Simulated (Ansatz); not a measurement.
Ansatz results at the PBE0-D4/def2-TZVP geometry: HOMO–LUMO gap (PBE0/def2-TZVPP) 5.53 eV; HOMO–LUMO gap (B3LYP/def2-TZVPP) 5.08 eV; LUMO energy (B3LYP/def2-TZVPP) -0.83 eV.

Each molecule was computed in one conformer, which needn't be the lowest.

Which molecule gave them?
A. `B/C=C/CC`
B. `OC(F)[SiH2][SiH3]`
C. `[NH2][Al]1[CH2][CH]1Cl`
D. `O=COC=O`

C. The others give `OC(F)[SiH2][SiH3]`: 8.28, 7.90, -0.16; `B/C=C/CC`: 6.17, 5.75, -1.98; `O=COC=O`: 7.02, 6.49, -1.77.

B3LYP here is the variant with VWN-RPA as its local correlation; programs differ in this.
